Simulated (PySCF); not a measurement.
Exercise with solution: oscillator strength and radiative lifetime

Si(H)(Me)(OH)2 (CH6O2Si), SMILES C[SiH](O)O.

Geometry optimised at PBE0-D3(BJ)/def2-SVP. The values are those of a single conformer.

TDA-LC-ωPBE/def2-SVPD run with PySCF puts the first singlet state with f over 0.02 at 8.17 eV (vertical), with the transition dipole (0.389, 0.176, 0.000) in atomic units.

Q: Find the oscillator strength, the wavelength and the radiative lifetime that this transition would have in vacuum if emission retraced absorption.

A: 
|μ|² = 0.1823 au, so |μ| = 1.09 D. ΔE = 8.17/27.211 = 0.3002 hartree. f = (2/3) ΔE |μ|² = 0.036 (the program prints 0.036).
λ = 1239.84/8.17 = 152 nm; ν = 65895 cm⁻¹.
Einstein's coefficient A = 0.6670 ν² f s⁻¹ (ν in cm⁻¹) = 1.1e8 s⁻¹, so τ = 1/A = 9.5 ns. This state is S1. The figure is the radiative limit of this one transition; relaxation, internal conversion, crossing to triplets and a medium change what is measured.
